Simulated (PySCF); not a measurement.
**Working out the ionisation energy of Ne⁺**

Ne⁺ [He] 2s2 2p5 (2P) → Ne²⁺ [He] 2s2 2p4 (3P). All numbers are calculated (PySCF 2.14, scalar relativity by spin-free X2C-1e, in x2c-TZVPPall). Frozen: nothing. Energies in hartree (1 hartree = 27.21139 eV):

```csv
part,Ne⁺ (lower),Ne²⁺ (upper)
UHF,-127.956669,-126.513666
CCSD correlation,-0.225075,-0.174061
(T),-0.002301,-0.001445
```

Problem. What does Hartree-Fock give?

Solution. (-126.513666) − (-127.956669) = 1.443003 hartree = 39.266 eV.

Problem. What do CCSD and CCSD(T) give?

Solution. The CCSD correlation energies differ by 0.051014 hartree = 1.388 eV and the triples by 0.000856 hartree = 0.023 eV, so CCSD gives 40.654 eV and CCSD(T) 40.677 eV.

A first-order spin-orbit estimate adds -0.005 eV to CCSD(T) (valence and next inner shell), giving 40.672 eV against 40.963 eV (measured; NIST Atomic Spectra Database, ionization energies).

What remains against the reference includes basis incompleteness and higher excitations.
